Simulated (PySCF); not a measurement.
cyclopentanone (C$_{5}$H$_{8}$O), singlet, at a GFN2-xTB geometry; B3LYP/3-21G (PySCF).

Input for PySCF:
```python
from pyscf import gto, scf, dft

mol = gto.Mole()
mol.atom = '''
    O     0.875373    1.898766   -0.357255
    C     0.379596    0.823378   -0.154920
    C     1.128227   -0.480617    0.028837
    C     0.060338   -1.567912   -0.047546
    C    -1.191630   -0.885966    0.509247
    C    -1.103036    0.535259   -0.039118
    H     1.925788   -0.585050   -0.705359
    H     1.591314   -0.452852    1.018349
    H     0.330283   -2.460898    0.513763
    H    -0.104973   -1.854084   -1.087624
    H    -1.149480   -0.866940    1.599588
    H    -2.107439   -1.393920    0.211527
    H    -1.525427    0.595767   -1.045239
    H    -1.604022    1.282992    0.574040
'''
mol.basis = '3-21g'
mol.charge = 0
mol.spin = 0
mol.verbose = 4
mol.build()

mf = dft.RKS(mol)
mf.xc = 'b3lyp'
mf.grids.prune = None
mf.kernel()
```

The log (banner, timings and long lists left out):

```
PySCF version 2.14.0

[INPUT] verbose = 4
[INPUT] num. atoms = 14
[INPUT] num. electrons = 46
[INPUT] charge = 0
[INPUT] spin (= nelec alpha-beta = 2S) = 0
[INPUT] symmetry False subgroup None
[INPUT] Mole.unit = angstrom
[INPUT] Symbol           X                Y                Z      unit          X                Y                Z       unit  Magmom
[INPUT]  1 O      0.875373000000   1.898766000000  -0.357255000000 AA    1.654215226839   3.588147714636  -0.675114106631 Bohr   0.0
[INPUT]  2 C      0.379596000000   0.823378000000  -0.154920000000 AA    0.717332477980   1.555958916992  -0.292756371218 Bohr   0.0
[INPUT]  3 C      1.128227000000  -0.480617000000   0.028837000000 AA    2.132040036340  -0.908234500810   0.054494032254 Bohr   0.0
[INPUT]  4 C      0.060338000000  -1.567912000000  -0.047546000000 AA    0.114022294904  -2.962924267419  -0.089848918319 Bohr   0.0
[INPUT]  5 C     -1.191630000000  -0.885966000000   0.509247000000 AA   -2.251854341815  -1.674233095676   0.962337359756 Bohr   0.0
[INPUT]  6 C     -1.103036000000   0.535259000000  -0.039118000000 AA   -2.084435945536   1.011492915709  -0.073922306541 Bohr   0.0
[INPUT]  7 H      1.925788000000  -0.585050000000  -0.705359000000 AA    3.639211893974  -1.105584269177  -1.332935329497 Bohr   0.0
[INPUT]  8 H      1.591314000000  -0.452852000000   1.018349000000 AA    3.007147638186  -0.855766254962   1.924400709225 Bohr   0.0
[INPUT]  9 H      0.330283000000  -2.460898000000   0.513763000000 AA    0.624144413600  -4.650423240490   0.970871362935 Bohr   0.0
[INPUT] 10 H     -0.104973000000  -1.854084000000  -1.087624000000 AA   -0.198370220474  -3.503710971938  -2.055311486504 Bohr   0.0
[INPUT] 11 H     -1.149480000000  -0.866940000000   1.599588000000 AA   -2.172202385665  -1.638279166430   3.022783232141 Bohr   0.0
[INPUT] 12 H     -2.107439000000  -1.393920000000   0.211527000000 AA   -3.982482534227  -2.634127039554   0.399728097951 Bohr   0.0
[INPUT] 13 H     -1.525427000000   0.595767000000  -1.045239000000 AA   -2.882639253017   1.125836464054  -1.975215444714 Bohr   0.0
[INPUT] 14 H     -1.604022000000   1.282992000000   0.574040000000 AA   -3.031162277777   2.424503500008   1.084778384545 Bohr   0.0

nuclear repulsion = 236.852565448475
number of shells = 46
number of NR pGTOs = 114
number of NR cGTOs = 70
basis = 3-21g
ecp = {}

******** <class 'pyscf.dft.rks.RKS'> ********
method = RKS
initial guess = minao
damping factor = 0
level_shift factor = 0
DIIS = <class 'pyscf.scf.diis.CDIIS'>
diis_start_cycle = 1
diis_space = 8
diis_damp = 0
SCF conv_tol = 1e-09
SCF conv_tol_grad = None
SCF max_cycles = 50
direct_scf = True
direct_scf_tol = 1e-13
XC library pyscf.dft.libxc version 7.1.2
    S. Lehtola, C. Steigemann, M. J. T. Oliveira, and M. A. L. Marques,  SoftwareX 7, 1–5 (2018)
XC functionals = b3lyp
    P. J. Stephens, F. J. Devlin, C. F. Chabalowski, and M. J. Frisch,  J. Phys. Chem. 98, 11623 (1994)
radial grids:
    Treutler-Ahlrichs [JCP 102, 346 (1995); DOI:10.1063/1.469408] (M4) radial grids

becke partition: Becke, JCP 88, 2547 (1988); DOI:10.1063/1.454033
pruning grids: None
grids dens level: 3
symmetrized grids: False
atomic radii adjust function: <function treutler_atomic_radii_adjust>
small_rho_cutoff = 0
Set gradient conv threshold to 3.16228e-05
Initial guess from minao.
tot grids = 256704
init E= -269.70866978943
  HOMO = -0.320444355947043  LUMO = -0.0909804474824907  gap/eV = 6.24403
cycle= 1 E= -268.94932745496  delta_E= 0.759  |g|= 0.818  |ddm|= 3.65
  HOMO = -0.0680921182324061  LUMO = 0.0637055553663055  gap/eV = 3.58640
cycle= 2 E= -268.504314980424  delta_E= 0.445  |g|= 1.71  |ddm|=  3.1
  HOMO = -0.216678068147834  LUMO = 0.00401122761330619  gap/eV = 6.00526
cycle= 3 E= -269.081461387791  delta_E= -0.577  |g|= 0.188  |ddm|= 2.44
  HOMO = -0.229085893641685  LUMO = -0.006718098723693  gap/eV = 6.05094
cycle= 4 E= -269.08975476796  delta_E= -0.00829  |g|= 0.0562  |ddm|= 0.293
  HOMO = -0.229370569569349  LUMO = -0.00555495091692881  gap/eV = 6.09033
cycle= 5 E= -269.090458890454  delta_E= -0.000704  |g|= 0.0105  |ddm|= 0.0751
  HOMO = -0.228385172022018  LUMO = -0.00391737537370451  gap/eV = 6.10808
cycle= 6 E= -269.090482051768  delta_E= -2.32e-05  |g|= 0.00318  |ddm|= 0.011
  HOMO = -0.228949385187847  LUMO = -0.00430080069256622  gap/eV = 6.11300
cycle= 7 E= -269.090484191043  delta_E= -2.14e-06  |g|= 0.000598  |ddm|= 0.00514
  HOMO = -0.229000810669675  LUMO = -0.00433122553287646  gap/eV = 6.11357
cycle= 8 E= -269.090484256282  delta_E= -6.52e-08  |g|= 0.000184  |ddm|= 0.000902
  HOMO = -0.229002139578315  LUMO = -0.00432143166475418  gap/eV = 6.11387
cycle= 9 E= -269.090484263973  delta_E= -7.69e-09  |g|= 1.18e-05  |ddm|= 0.000205
  HOMO = -0.229003494265957  LUMO = -0.00432289941258279  gap/eV = 6.11387
cycle= 10 E= -269.090484264009  delta_E= -3.6e-11  |g|= 1.65e-06  |ddm|= 2.34e-05
  HOMO = -0.229003775539242  LUMO = -0.004322884852348  gap/eV = 6.11388
Extra cycle  E= -269.090484264008  delta_E= 1.14e-12  |g|= 3.47e-06  |ddm|= 6.47e-06
converged SCF energy = -269.090484264008
```
